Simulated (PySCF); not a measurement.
## Calculated data, AlBH₃

Calculation on a computer-drawn molecule: vertical ionisation energy to the stated ion spin, frozen-core CCSD(T) at the basis limit and cheaper methods, single-reference cases, UHF for radicals, no spin-orbit; all values are single points at the evaluated structure, the first of each entry, which is the reference or a displaced copy of it and isn't optimised; the reference structure only sets the zero of the energies above reference; triples share is (T) over the correlation energy. Program: PySCF 2.14.0.

Common to all runs: charge 0; multiplicity 2; ion multiplicity 1; diffuse functions no; basis cc-pV(n+d)Z; reference is the Hartree-Fock double-zeta minimum; best is HF at quadruple zeta + MP2 correlation extrapolated from triple and quadruple zeta + CCSD(T) minus MP2 at triple zeta; basis step is the size of the change from the same recipe one zeta lower.

(1) AlBH₃

Evaluated structure:
```xyz
5
AlBH3
B     -0.1897     0.7537    -2.3757
Al    -1.0481    -1.1107    -1.8479
H      0.2118     1.9279    -2.6762
H     -1.4318    -2.1118    -3.2167
H     -0.7867    -1.6522    -0.5509
```

Reference structure:
```xyz
5
AlBH3
B     -0.2242     0.7815    -2.4430
Al    -0.8552    -1.1231    -1.9912
H      0.1413     1.8833    -2.7043
H     -1.3786    -2.0570    -3.1544
H     -0.8045    -1.6148    -0.4896
```

* ionisation energy best: 7.805 eV
* ionisation energy basis step: 0.02754 eV
* energy above reference best: 12.15 kcal/mol
* energy above reference basis step: 0.2217 kcal/mol
* total energy HF triple zeta: -268.2476 hartree
* total energy CCSD(T) triple zeta: -268.4445 hartree
* total energy best: -268.4666 hartree
* T1 diagnostic at triple zeta: 0.01712
* D1 diagnostic at triple zeta: 0.04693
* spin squared at triple zeta: 0.7616
* ion T1 diagnostic at triple zeta: 0.01594
* ion D1 diagnostic at triple zeta: 0.03867
* triples share at triple zeta: 0.02716
* basis functions triple zeta: 111
* dipole magnitude HF at triple zeta: 1.186 debye
* dipole magnitude CCSD unrelaxed at triple zeta: 1.1 debye
* dipole magnitude PBE at triple zeta: 1.039 debye
* dipole magnitude r2SCAN at triple zeta: 1.059 debye
* dipole magnitude B3LYP at triple zeta: 1.109 debye
* dipole magnitude wB97X at triple zeta: 1.147 debye

Drawn bonds:
```csv
atom,other atom,order
1,2,1
1,3,1
2,4,1
2,5,1
```

Triple zeta:
```csv
method,ionisation energy (eV),energy above reference (kcal/mol)
HF,7.248,12.94
PBE,8.002,10.9
r2SCAN,8.121,11.63
B3LYP,7.96,11.87
wB97X,7.844,12.19
MP2,7.713,12.46
CCSD,7.712,12.03
CCSD(T),7.759,11.85
```

(2) AlBH₃

Evaluated structure:
```xyz
5
AlBH3
B     -0.1307     0.8020    -2.4473
Al    -0.8783    -1.1438    -1.8844
H      0.0625     2.0036    -2.8973
H     -1.2053    -2.0410    -3.0847
H     -0.7771    -1.6003    -0.5393
```

Reference structure:
```xyz
5
AlBH3
B     -0.2242     0.7815    -2.4430
Al    -0.8552    -1.1231    -1.9912
H      0.1413     1.8833    -2.7043
H     -1.3786    -2.0570    -3.1544
H     -0.8045    -1.6148    -0.4896
```

- ionisation energy best: 7.691 eV
- ionisation energy basis step: 0.02959 eV
- energy above reference best: 10.62 kcal/mol
- energy above reference basis step: 0.4158 kcal/mol
- total energy HF triple zeta: -268.2510 hartree
- total energy CCSD(T) triple zeta: -268.4470 hartree
- total energy best: -268.4690 hartree
- T1 diagnostic at triple zeta: 0.01667
- D1 diagnostic at triple zeta: 0.04871
- spin squared at triple zeta: 0.7625
- ion T1 diagnostic at triple zeta: 0.0131
- ion D1 diagnostic at triple zeta: 0.02953
- triples share at triple zeta: 0.02652
- basis functions triple zeta: 111
- dipole magnitude HF at triple zeta: 0.6128 debye
- dipole magnitude CCSD unrelaxed at triple zeta: 0.5653 debye
- dipole magnitude PBE at triple zeta: 0.5689 debye
- dipole magnitude r2SCAN at triple zeta: 0.5398 debye
- dipole magnitude B3LYP at triple zeta: 0.574 debye
- dipole magnitude wB97X at triple zeta: 0.5816 debye

Drawn bonds:
```csv
atom,other atom,order
1,2,1
1,3,1
2,4,1
2,5,1
```

Triple zeta:
```csv
method,ionisation energy (eV),energy above reference (kcal/mol)
HF,7.118,10.81
PBE,7.916,10.36
r2SCAN,8.024,10.46
B3LYP,7.856,10.35
wB97X,7.724,10.47
MP2,7.589,10.46
CCSD,7.594,10.34
CCSD(T),7.643,10.26
```

(3) AlBH₃

Evaluated structure:
```xyz
5
AlBH3
B     -0.1307     0.8020    -2.4473
Al    -0.8783    -1.1438    -1.8844
H      0.0859     2.1490    -2.9517
H     -1.2053    -2.0410    -3.0847
H     -0.7771    -1.6003    -0.5393
```

Reference structure:
```xyz
5
AlBH3
B     -0.2242     0.7815    -2.4430
Al    -0.8552    -1.1231    -1.9912
H      0.1413     1.8833    -2.7043
H     -1.3786    -2.0570    -3.1544
H     -0.8045    -1.6148    -0.4896
```

* ionisation energy best: 7.722 eV
* ionisation energy basis step: 0.02883 eV
* energy above reference best: 21.07 kcal/mol
* energy above reference basis step: 0.4797 kcal/mol
* total energy HF triple zeta: -268.2325 hartree
* total energy CCSD(T) triple zeta: -268.4306 hartree
* total energy best: -268.4523 hartree
* T1 diagnostic at triple zeta: 0.01794
* D1 diagnostic at triple zeta: 0.05143
* spin squared at triple zeta: 0.7647
* ion T1 diagnostic at triple zeta: 0.01359
* ion D1 diagnostic at triple zeta: 0.0295
* triples share at triple zeta: 0.0276
* basis functions triple zeta: 111
* dipole magnitude HF at triple zeta: 0.6821 debye
* dipole magnitude CCSD unrelaxed at triple zeta: 0.5434 debye
* dipole magnitude PBE at triple zeta: 0.4354 debye
* dipole magnitude r2SCAN at triple zeta: 0.4494 debye
* dipole magnitude B3LYP at triple zeta: 0.4867 debye
* dipole magnitude wB97X at triple zeta: 0.5498 debye

Drawn bonds:
```csv
atom,other atom,order
1,2,1
1,3,1
2,4,1
2,5,1
```

Triple zeta:
```csv
method,ionisation energy (eV),energy above reference (kcal/mol)
HF,7.166,22.36
PBE,7.939,19.88
r2SCAN,8.053,20.68
B3LYP,7.885,20.84
wB97X,7.755,21.14
MP2,7.622,21.57
CCSD,7.626,20.78
CCSD(T),7.676,20.53
```

(4) AlBH₃

Evaluated structure:
```xyz
5
AlBH3
B     -0.1307     0.8020    -2.4473
Al    -0.8783    -1.1438    -1.8844
H      0.1048     2.2666    -2.9958
H     -1.2053    -2.0410    -3.0847
H     -0.7771    -1.6003    -0.5393
```

Reference structure:
```xyz
5
AlBH3
B     -0.2242     0.7815    -2.4430
Al    -0.8552    -1.1231    -1.9912
H      0.1413     1.8833    -2.7043
H     -1.3786    -2.0570    -3.1544
H     -0.8045    -1.6148    -0.4896
```

- ionisation energy best: 7.752 eV
- ionisation energy basis step: 0.02836 eV
- energy above reference best: 31.9 kcal/mol
- energy above reference basis step: 0.5364 kcal/mol
- total energy HF triple zeta: -268.2134 hartree
- total energy CCSD(T) triple zeta: -268.4136 hartree
- total energy best: -268.4351 hartree
- T1 diagnostic at triple zeta: 0.02001
- D1 diagnostic at triple zeta: 0.05425
- spin squared at triple zeta: 0.77
- ion T1 diagnostic at triple zeta: 0.01418
- ion D1 diagnostic at triple zeta: 0.02951
- triples share at triple zeta: 0.02868
- basis functions triple zeta: 111
- dipole magnitude HF at triple zeta: 0.8513 debye
- dipole magnitude CCSD unrelaxed at triple zeta: 0.6208 debye
- dipole magnitude PBE at triple zeta: 0.4341 debye
- dipole magnitude r2SCAN at triple zeta: 0.5069 debye
- dipole magnitude B3LYP at triple zeta: 0.5375 debye
- dipole magnitude wB97X at triple zeta: 0.64 debye

Drawn bonds:
```csv
atom,other atom,order
1,2,1
1,3,1
2,4,1
2,5,1
```

Triple zeta:
```csv
method,ionisation energy (eV),energy above reference (kcal/mol)
HF,7.215,34.4
PBE,7.962,30.05
r2SCAN,8.083,31.42
B3LYP,7.915,31.74
wB97X,7.787,32.43
MP2,7.651,33.24
CCSD,7.655,31.68
CCSD(T),7.707,31.25
```

(5) AlBH₃

Evaluated structure:
```xyz
5
AlBH3
B     -0.1307     0.8020    -2.4473
Al    -0.8783    -1.1438    -1.8844
H      0.1274     2.4074    -3.0485
H     -1.2053    -2.0410    -3.0847
H     -0.7771    -1.6003    -0.5393
```

Reference structure:
```xyz
5
AlBH3
B     -0.2242     0.7815    -2.4430
Al    -0.8552    -1.1231    -1.9912
H      0.1413     1.8833    -2.7043
H     -1.3786    -2.0570    -3.1544
H     -0.8045    -1.6148    -0.4896
```

* ionisation energy best: 7.787 eV
* ionisation energy basis step: 0.0283 eV
* energy above reference best: 45.45 kcal/mol
* energy above reference basis step: 0.6053 kcal/mol
* total energy HF triple zeta: -268.1892 hartree
* total energy CCSD(T) triple zeta: -268.3921 hartree
* total energy best: -268.4135 hartree
* T1 diagnostic at triple zeta: 0.02974
* D1 diagnostic at triple zeta: 0.08984
* spin squared at triple zeta: 0.8084
* ion T1 diagnostic at triple zeta: 0.01519
* ion D1 diagnostic at triple zeta: 0.02957
* triples share at triple zeta: 0.03034
* basis functions triple zeta: 111
* dipole magnitude HF at triple zeta: 1.124 debye
* dipole magnitude CCSD unrelaxed at triple zeta: 0.8012 debye
* dipole magnitude PBE at triple zeta: 0.5994 debye
* dipole magnitude r2SCAN at triple zeta: 0.7225 debye
* dipole magnitude B3LYP at triple zeta: 0.7444 debye
* dipole magnitude wB97X at triple zeta: 0.8705 debye

Drawn bonds:
```csv
atom,other atom,order
1,2,1
1,3,1
2,4,1
2,5,1
```

Triple zeta:
```csv
method,ionisation energy (eV),energy above reference (kcal/mol)
HF,7.293,49.55
PBE,7.994,43.04
r2SCAN,8.121,45.05
B3LYP,7.953,45.51
wB97X,7.831,46.93
MP2,7.658,48.78
CCSD,7.69,45.4
CCSD(T),7.744,44.72
```

(6) AlBH₃

Evaluated structure:
```xyz
5
AlBH3
B     -0.1972     0.8019    -2.4659
Al    -0.8854    -1.1714    -2.0465
H      0.0990     1.8645    -2.7997
H     -1.3369    -1.9969    -3.1092
H     -0.7394    -1.6771    -0.1839
```

Reference structure:
```xyz
5
AlBH3
B     -0.2242     0.7815    -2.4430
Al    -0.8552    -1.1231    -1.9912
H      0.1413     1.8833    -2.7043
H     -1.3786    -2.0570    -3.1544
H     -0.8045    -1.6148    -0.4896
```

* ionisation energy best: 7.796 eV
* ionisation energy basis step: 0.02916 eV
* energy above reference best: 19.33 kcal/mol
* energy above reference basis step: 0.2959 kcal/mol
* total energy HF triple zeta: -268.2363 hartree
* total energy CCSD(T) triple zeta: -268.4330 hartree
* total energy best: -268.4551 hartree
* T1 diagnostic at triple zeta: 0.01719
* D1 diagnostic at triple zeta: 0.04399
* spin squared at triple zeta: 0.761
* ion T1 diagnostic at triple zeta: 0.0177
* ion D1 diagnostic at triple zeta: 0.04486
* triples share at triple zeta: 0.02696
* basis functions triple zeta: 111
* dipole magnitude HF at triple zeta: 1.321 debye
* dipole magnitude CCSD unrelaxed at triple zeta: 1.202 debye
* dipole magnitude PBE at triple zeta: 1.216 debye
* dipole magnitude r2SCAN at triple zeta: 1.241 debye
* dipole magnitude B3LYP at triple zeta: 1.28 debye
* dipole magnitude wB97X at triple zeta: 1.32 debye

Drawn bonds:
```csv
atom,other atom,order
1,2,1
1,3,1
2,4,1
2,5,1
```

Triple zeta:
```csv
method,ionisation energy (eV),energy above reference (kcal/mol)
HF,7.252,20
PBE,7.977,18.12
r2SCAN,8.101,18.94
B3LYP,7.945,18.95
wB97X,7.853,19.51
MP2,7.712,19.76
CCSD,7.705,19.18
CCSD(T),7.748,19.03
```

(7) AlBH₃

Evaluated structure:
```xyz
5
AlBH3
B     -0.2115     0.7748    -2.4480
Al    -0.8569    -1.1118    -2.0069
H      0.1459     1.8756    -2.7063
H     -1.3794    -2.0512    -3.1464
H     -0.8062    -1.6171    -0.4844
```

Reference structure:
```xyz
5
AlBH3
B     -0.2242     0.7815    -2.4430
Al    -0.8552    -1.1231    -1.9912
H      0.1413     1.8833    -2.7043
H     -1.3786    -2.0570    -3.1544
H     -0.8045    -1.6148    -0.4896
```

- ionisation energy best: 7.983 eV
- ionisation energy basis step: 0.02732 eV
- energy above reference best: 0.09734 kcal/mol
- energy above reference basis step: 0.02738 kcal/mol
- total energy HF triple zeta: -268.2680 hartree
- total energy CCSD(T) triple zeta: -268.4632 hartree
- total energy best: -268.4858 hartree
- T1 diagnostic at triple zeta: 0.0154
- D1 diagnostic at triple zeta: 0.03778
- spin squared at triple zeta: 0.7603
- ion T1 diagnostic at triple zeta: 0.01663
- ion D1 diagnostic at triple zeta: 0.04162
- triples share at triple zeta: 0.02594
- basis functions triple zeta: 111
- dipole magnitude HF at triple zeta: 0.9329 debye
- dipole magnitude CCSD unrelaxed at triple zeta: 0.9428 debye
- dipole magnitude PBE at triple zeta: 0.957 debye
- dipole magnitude r2SCAN at triple zeta: 0.9471 debye
- dipole magnitude B3LYP at triple zeta: 0.9951 debye
- dipole magnitude wB97X at triple zeta: 1.002 debye

Drawn bonds:
```csv
atom,other atom,order
1,2,1
1,3,1
2,4,1
2,5,1
```

Triple zeta:
```csv
method,ionisation energy (eV),energy above reference (kcal/mol)
HF,7.441,0.135
PBE,8.141,0.07965
r2SCAN,8.269,0.06921
B3LYP,8.118,0.07555
wB97X,8.028,0.0812
MP2,7.9,0.1323
CCSD,7.895,0.1209
CCSD(T),7.936,0.1253
```

(8) AlBH₃

Evaluated structure:
```xyz
5
AlBH3
B     -0.2191     0.7815    -2.4389
Al    -0.8759    -1.1361    -1.9735
H      0.1765     1.8370    -2.7319
H     -1.3767    -2.0491    -3.1571
H     -0.7513    -1.5837    -0.4644
```

Reference structure:
```xyz
5
AlBH3
B     -0.2242     0.7815    -2.4430
Al    -0.8552    -1.1231    -1.9912
H      0.1413     1.8833    -2.7043
H     -1.3786    -2.0570    -3.1544
H     -0.8045    -1.6148    -0.4896
```

- ionisation energy best: 7.849 eV
- ionisation energy basis step: 0.02817 eV
- energy above reference best: 0.4033 kcal/mol
- energy above reference basis step: 0.04035 kcal/mol
- total energy HF triple zeta: -268.2676 hartree
- total energy CCSD(T) triple zeta: -268.4627 hartree
- total energy best: -268.4853 hartree
- T1 diagnostic at triple zeta: 0.01547
- D1 diagnostic at triple zeta: 0.04048
- spin squared at triple zeta: 0.7604
- ion T1 diagnostic at triple zeta: 0.01504
- ion D1 diagnostic at triple zeta: 0.03649
- triples share at triple zeta: 0.02597
- basis functions triple zeta: 111
- dipole magnitude HF at triple zeta: 0.643 debye
- dipole magnitude CCSD unrelaxed at triple zeta: 0.7001 debye
- dipole magnitude PBE at triple zeta: 0.7919 debye
- dipole magnitude r2SCAN at triple zeta: 0.7561 debye
- dipole magnitude B3LYP at triple zeta: 0.7847 debye
- dipole magnitude wB97X at triple zeta: 0.7533 debye

Drawn bonds:
```csv
atom,other atom,order
1,2,1
1,3,1
2,4,1
2,5,1
```

Triple zeta:
```csv
method,ionisation energy (eV),energy above reference (kcal/mol)
HF,7.287,0.3431
PBE,8.036,0.5254
r2SCAN,8.154,0.4756
B3LYP,7.996,0.3909
wB97X,7.89,0.4795
MP2,7.757,0.3309
CCSD,7.757,0.4001
CCSD(T),7.801,0.4024
```

(9) AlBH₃

Evaluated structure:
```xyz
5
AlBH3
B     -0.2214     0.7672    -2.4346
Al    -0.8578    -1.1280    -1.9912
H      0.1370     1.8862    -2.6921
H     -1.4080    -2.0482    -3.1311
H     -0.7934    -1.6197    -0.4783
```

Reference structure:
```xyz
5
AlBH3
B     -0.2242     0.7815    -2.4430
Al    -0.8552    -1.1231    -1.9912
H      0.1413     1.8833    -2.7043
H     -1.3786    -2.0570    -3.1544
H     -0.8045    -1.6148    -0.4896
```

- ionisation energy best: 7.96 eV
- ionisation energy basis step: 0.02758 eV
- energy above reference best: 0.1238 kcal/mol
- energy above reference basis step: 0.007494 kcal/mol
- total energy HF triple zeta: -268.2679 hartree
- total energy CCSD(T) triple zeta: -268.4632 hartree
- total energy best: -268.4857 hartree
- T1 diagnostic at triple zeta: 0.01544
- D1 diagnostic at triple zeta: 0.03837
- spin squared at triple zeta: 0.7604
- ion T1 diagnostic at triple zeta: 0.01624
- ion D1 diagnostic at triple zeta: 0.04033
- triples share at triple zeta: 0.02602
- basis functions triple zeta: 111
- dipole magnitude HF at triple zeta: 0.8373 debye
- dipole magnitude CCSD unrelaxed at triple zeta: 0.8616 debye
- dipole magnitude PBE at triple zeta: 0.892 debye
- dipole magnitude r2SCAN at triple zeta: 0.8746 debye
- dipole magnitude B3LYP at triple zeta: 0.9194 debye
- dipole magnitude wB97X at triple zeta: 0.9181 debye

Drawn bonds:
```csv
atom,other atom,order
1,2,1
1,3,1
2,4,1
2,5,1
```

Triple zeta:
```csv
method,ionisation energy (eV),energy above reference (kcal/mol)
HF,7.414,0.2034
PBE,8.123,0.06775
r2SCAN,8.25,0.0941
B3LYP,8.097,0.1213
wB97X,8.003,0.09799
MP2,7.875,0.1589
CCSD,7.871,0.129
CCSD(T),7.913,0.1224
```

(10) AlBH₃

Evaluated structure:
```xyz
5
AlBH3
B     -0.2015     0.7836    -2.4281
Al    -0.8385    -1.1271    -2.0026
H      0.2227     2.0974    -2.7417
H     -1.4020    -2.0765    -3.1428
H     -0.8060    -1.5886    -0.4749
```

Reference structure:
```xyz
5
AlBH3
B     -0.2242     0.7815    -2.4430
Al    -0.8552    -1.1231    -1.9912
H      0.1413     1.8833    -2.7043
H     -1.3786    -2.0570    -3.1544
H     -0.8045    -1.6148    -0.4896
```

* ionisation energy best: 7.98 eV
* ionisation energy basis step: 0.02676 eV
* energy above reference best: 10.83 kcal/mol
* energy above reference basis step: 0.06886 kcal/mol
* total energy HF triple zeta: -268.2488 hartree
* total energy CCSD(T) triple zeta: -268.4466 hartree
* total energy best: -268.4687 hartree
* T1 diagnostic at triple zeta: 0.01685
* D1 diagnostic at triple zeta: 0.04174
* spin squared at triple zeta: 0.7631
* ion T1 diagnostic at triple zeta: 0.01672
* ion D1 diagnostic at triple zeta: 0.04028
* triples share at triple zeta: 0.02743
* basis functions triple zeta: 111
* dipole magnitude HF at triple zeta: 0.5077 debye
* dipole magnitude CCSD unrelaxed at triple zeta: 0.5827 debye
* dipole magnitude PBE at triple zeta: 0.608 debye
* dipole magnitude r2SCAN at triple zeta: 0.5741 debye
* dipole magnitude B3LYP at triple zeta: 0.6218 debye
* dipole magnitude wB97X at triple zeta: 0.6218 debye

Drawn bonds:
```csv
atom,other atom,order
1,2,1
1,3,1
2,4,1
2,5,1
```

Triple zeta:
```csv
method,ionisation energy (eV),energy above reference (kcal/mol)
HF,7.452,12.14
PBE,8.136,9.379
r2SCAN,8.27,10.45
B3LYP,8.114,10.97
wB97X,8.021,10.93
MP2,7.896,11.59
CCSD,7.891,10.74
CCSD(T),7.935,10.52
```
